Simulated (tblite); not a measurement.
C₂H₈O₂Si.
Structure used (GFN2-xTB), in Å, numbered top down from 1:
```xyz
13
C2H8O2Si angstrom
C      1.5358   -0.6521    0.0691
C      0.7759    0.5944   -0.3774
Si    -1.1030    0.4525   -0.1359
O     -1.5194    0.0329    1.3899
O     -1.6173   -0.7625   -1.0755
H      2.6080   -0.5301   -0.0797
H      1.2069   -1.5158   -0.5029
H      1.3585   -0.8557    1.1232
H      1.1540    1.4606    0.1698
H      0.9929    0.7811   -1.4286
H     -1.7836    1.7007   -0.4858
H     -1.2274    0.5569    2.1286
H     -2.3856   -1.2623   -0.8127
```

Computed values, GFN2-xTB/tblite, gas phase, harmonic and unscaled. The method is semi-empirical: single wavenumbers can be off by several per cent or more. Modes of hydrogen on silicon can be 10 to 20 % off. One conformer, not necessarily the lowest.

Harmonic wavenumbers (cm⁻¹): 46.2, 148.2, 162.7, 201.6, 245.0, 286.7, 301.1, 384.6, 651.5, 677.6, 728.2, 740.8, 799.9, 818.9, 886.2, 931.3, 990.9, 1024.3, 1077.9, 1248.5, 1307.2, 1415.6, 1496.7, 1509.7, 1511.1, 2240.9, 2965.8, 3000.8, 3009.2, 3025.5, 3043.5, 3671.6, 3709.1.

A = 5294, B = 2880, C = 2448 MHz; mass 92.029 u (most abundant isotopes); point group C1, symmetry number 1.

Task: What is the zero-point energy?

Result: ½Σν̃ = 22129 cm⁻¹ = 264.73 kJ/mol.

Task: What is S at 400 K and 1 bar for an ideal gas of classical rigid rotors and harmonic oscillators?

Result: Translation 171.36, rotation 114.78, vibration 114.98: S = 401.1 J/(mol K).

Task: And Cp and H(400 K) − H(0)?

Result: Cp = 149.16 J/(mol K), of which vibrations give 115.90 (their classical limit is 33 R = 274.4); H(400 K) − H(0) = 37.48 kJ/mol without the zero-point energy, 24.18 from vibrations.

Task: Blend soft modes into free rotors: weight 1/[1 + (100 cm⁻¹/ν̃)⁴] for the oscillator and the rest for a rotor with moment μB/(μ + B), μ = h/(8π²ν), B = 10⁻⁴⁴ kg m². What vibrational entropy results?

Result: 107.80 J/(mol K) in place of 114.98, which changes −T·S at 400 K by +2.87 kJ/mol.

Task: Which modes carry the vibrational entropy at 400 K?

Result: 46.2 cm⁻¹: 23.25; 148.2 cm⁻¹: 13.64; 162.7 cm⁻¹: 12.89; 201.6 cm⁻¹: 11.17; 245.0 cm⁻¹: 9.63; 286.7 cm⁻¹: 8.42 J/(mol K); the other 27 give 35.99 together.

Task: What must be added to the electronic energy to get the Gibbs energy at 400 K and 1 bar?

Result: ZPE + [H(400 K) − H(0)] − T·S = 264.73 + 37.48 − 160.45 = 141.76 kJ/mol.

Task: How do the functions run with temperature in this model?

Result: 
```
T (K)  S (J/(mol K))  Cp (J/(mol K))  H − H(0) (kJ/mol)  G − H(0) (kJ/mol)  ln q(vib)
  100          262.8            65.6               4.71             -21.57       1.07
  200          317.8            95.5              12.82             -50.74       2.87
  300          361.9           123.8              23.80             -84.78       4.73
  500          436.7           170.0              53.48            -164.89       8.36
  800          526.8           213.0             111.50            -309.98      13.41
 1000          576.5           232.2             156.10            -420.43      16.49
```

q(vib) and H(0) count from the zero-point level.

Hindered rotation and anharmonicity are outside this model. Other conformers, if any are populated, would add a mixing term that is left out. The structure is chiral; the term R ln 2 for an equal mix with its mirror image is left out.
